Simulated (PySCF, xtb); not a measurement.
**AlB2FH4: which of two structures lies lower**

Structure I: a singlet given by its coordinates. Structure II: a singlet given by its coordinates. Both are isolated molecules in the gas phase, relaxed with PBE0-D3(BJ)/def2-SVP.

I (Å):

```xyz
8

Al   -0.3402   -0.5076   -1.2081
B    -0.9012    1.5411   -1.4858
B    -0.7175    1.0855   -2.9402
F     1.2028   -0.9833   -1.6474
H    -2.0320    1.5812   -1.0468
H     0.0327    1.5855   -0.6854
H    -0.6318    0.7232   -4.0769
H    -1.1171   -1.4560   -0.2123
```

Close contacts (Å): Al1–B2 2.14, Al1–B3 2.38, Al1–F4 1.67, B2–B3 1.54, Al1–H6 2.19, Al1–H8 1.58, B2–H5 1.21, B2–H6 1.23, B3–H7 1.20.

II (Å):

```yaml
atoms:
  - { symbol: Al, position_ang: [2.0185, -0.8604, -2.4343] }
  - { symbol: B, position_ang: [0.9143, 0.7207, -1.7654] }
  - { symbol: B, position_ang: [0.0110, -0.5688, -2.2069] }
  - { symbol: F, position_ang: [3.3444, -1.8416, -2.2710] }
  - { symbol: H, position_ang: [0.8022, 1.9044, -1.9415] }
  - { symbol: H, position_ang: [1.9932, 0.4398, -1.1209] }
  - { symbol: H, position_ang: [0.4843, -1.7157, -1.8594] }
  - { symbol: H, position_ang: [-1.0110, -0.6859, -2.8283] }
```

Close contacts (Å): Al1–B2 2.04, Al1–B3 2.04, Al1–F4 1.66, B2–B3 1.64, Al1–H6 1.85, Al1–H7 1.85, B2–H5 1.20, B2–H6 1.29, B3–H7 1.29, B3–H8 1.20.

Question: Estimate which is lower in electronic energy at CCSD(T)/def2-SVP + ΔMP2/def2-TZVPP, and by roughly how much.

Answer: The CCSD(T)/def2-SVP + ΔMP2/def2-TZVPP calculation puts structure II lower, by 17.3 kcal/mol.

The same difference at several levels:

```
                             level              geometry  E(II) − E(I) (kcal/mol)  departure from the last row (kcal/mol)  job, with rough time for the two
              PBE0-D3(BJ)/def2-SVP  PBE0-D3(BJ)/def2-SVP                     −19.4                                    −2.1               optimisation, 8 min
                       HF/def2-SVP  PBE0-D3(BJ)/def2-SVP                      −8.3                                    +9.0           part of the CCSD(T) run
                      MP2/def2-SVP  PBE0-D3(BJ)/def2-SVP                     −20.6                                    −3.3           part of the CCSD(T) run
                  CCSD(T)/def2-SVP  PBE0-D3(BJ)/def2-SVP                     −18.6                                    −1.3                      single point
CCSD(T)/def2-SVP + ΔMP2/def2-TZVPP  PBE0-D3(BJ)/def2-SVP                     −17.3                                                        single point, 50 s
```

The levels shown agree on the order. The largest departure from CCSD(T)/def2-SVP + ΔMP2/def2-TZVPP is that of HF/def2-SVP, 9.0 kcal/mol. No reliable frequencies are at hand for I or II, so they aren't confirmed as minima. Levels run at GFN2-xTB geometries aren't shown. The last row adds to CCSD(T) the change of the MP2 difference between the two basis sets, here +1.3 kcal/mol.

The correlated steps freeze 8 core orbitals. Run with PySCF 2.14.0, xtb 6.7.1; the last row on 2 threads of Arm Neoverse V1 on a shared host.
